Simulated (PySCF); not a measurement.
From a computed spectrum to the compound

A species of 10 atoms with charge 3 has these harmonic modes (PBE0, small Gaussian bases with core potentials, PySCF 2.14.0):

| cm⁻¹ | km/mol | symmetry |
| --- | --- | --- |
| -20 | – | a2 |
| 71 | 5.9 | e |
| 71 | 5.9 | e |
| 102 | 0.8 | e |
| 102 | 0.8 | e |
| 102 | 0.0 | a1 |
| 415 | 0.0 | a1 |
| 425 | 18.7 | e |
| 425 | 18.7 | e |
| 628 | 1.3 | a2 |
| 660 | 83.5 | e |
| 660 | 83.5 | e |
| 686 | 94.8 | e |
| 686 | 94.8 | e |
| 704 | 1064.9 | a2 |
| 1674 | 230.8 | e |
| 1674 | 230.8 | e |
| 1679 | 0.0 | a1 |
| 3556 | 829.6 | e |
| 3556 | 829.6 | e |
| 3576 | 0.0 | a1 |
| 3587 | 134.8 | a2 |
| 3591 | 655.7 | e |
| 3591 | 655.7 | e |

Q: Which species is it, and in which structure?

A: [Er(H2O)3]3+ (singlet in the valence; each metal's 4f electrons, 11 of them, lie in its core potential, out of spins and levels):
```xyz
10

Er    0.0000    0.0000    0.0000
O     2.2205    0.0000    0.0000
H     2.8376    0.7349    0.2398
H     2.8376   -0.7349   -0.2398
O    -1.1103    1.9230    0.0000
H    -2.0552    2.0900    0.2398
H    -0.7824    2.8249   -0.2398
O    -1.1102   -1.9230    0.0000
H    -0.7824   -2.8249    0.2398
H    -2.0552   -2.0900   -0.2398
```
 Negative wavenumbers this small are taken as noise. An lcecp potential fixes the number of 4f electrons, so in runs with it no electron can move into or out of that shell.
 This is one of several that fit.
